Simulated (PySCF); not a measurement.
A small calculation by hand: oscillator strength and radiative lifetime

C2H4ClFOSi, SMILES O=CC[Si@@H](F)Cl.

The structure is a stationary point at PBE0-D3(BJ)/def2-SVP. The structure was generated by enumeration; whether it is a known compound was not checked. Other conformers were not sampled.

TDDFT-PBE/def2-SVPD (PySCF 2.14.0) puts the first singlet state with f over 0.02 at 6.89 eV (vertical), with the transition dipole (-0.135, -0.374, -0.293) in atomic units.

Question: Find the oscillator strength, the wavelength and the radiative lifetime that this transition would have in vacuum if emission retraced absorption.

Answer: 
|μ|² = 0.2440 au, so |μ| = 1.26 D. ΔE = 6.89/27.211 = 0.2532 hartree. f = (2/3) ΔE |μ|² = 0.041 (the program prints 0.041).
λ = 1239.84/6.89 = 180 nm; ν = 55572 cm⁻¹.
Einstein's coefficient A = 0.6670 ν² f s⁻¹ (ν in cm⁻¹) = 8.5e7 s⁻¹, so τ = 1/A = 12 ns. This state is S8; the lower singlets have f = 0.002, 0.004, 0.002, 0.019, 0.008, 0.014, 0.005. The figure is the radiative limit of this one transition; relaxation, internal conversion, crossing to triplets and a medium change what is measured.
